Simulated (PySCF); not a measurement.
Compound: W(NH)2(OMe)2, C₂H₈N₂O₂W (singlet state).
Bonds: W1–N2, W1–N4, W1–O6, W1–O11, O6–C7, O11–C12. Hydrogens: H3 on N2; H5 on N4; H8, H9, H10 on C7; H13, H14, H15 on C12.

Level of theory: PBE0-D3(BJ)/def2-SVP geometry optimisation, gas phase, def2 core potentials past Kr (PySCF 2.14.0).

(1) Give the optimised bond lengths and angles.

Results:

(1) 
| bond | length (Å) |
| --- | --- |
| W1–N2, W1–N4 | 1.753 |
| W1–O6, W1–O11 | 1.886 |
| N2–H3, N4–H5 | 1.013 |
| O6–C7, O11–C12 | 1.392 |
| C7–H8 and 5 like bonds | 1.104 |

Bonds in one row agree within 0.01 Å and their mean is given. A selection of angles:
| angle | degrees |
| --- | --- |
| N2–W1–N4 | 108.8 |
| N2–W1–O6 | 109.5 |
| O6–W1–O11 | 111.3 |
| W1–N2–H3 | 160.4 |
| W1–N4–H5 | 155.9 |
| W1–O6–C7 | 141.7 |
| O6–C7–H8 | 111.3 |
| O6–C7–H10 | 109.2 |
| H8–C7–H9 | 108.5 |
| H13–C12–H15 | 108.5 |

Torsions: N2–W1–O6–C7 69° (synclinal); N2–W1–O11–C12 -62° (synclinal); H3–N2–W1–N4 1° (synperiplanar); H5–N4–W1–N2 0° (synperiplanar).

N2 (nitrogen bonded to W and H) is bent (angle 160.4°). W1 (tungsten bonded to 2 N and 2 O) is tetrahedral (angles from 108.8° to 111.3°). O6 (oxygen bonded to C and W) is bent (angle 141.7°).

Point group: near C2v, missed by 0.25 Å at most; the miss may be what the optimiser left on a soft mode (Cs holds within 0.08 Å). Stationary, but not proved a minimum. Torsions: N4–W1–N2–H 1°, N2–W1–N4–H 0°, N2–W1–O6–C7 69°, N2–W1–O11–C12 -62°.

Time: 2.2 min wall; peak memory 0.61 GiB. Hardware: one thread of an Arm Neoverse V2, on a shared host. These figures are those of the optimisation.
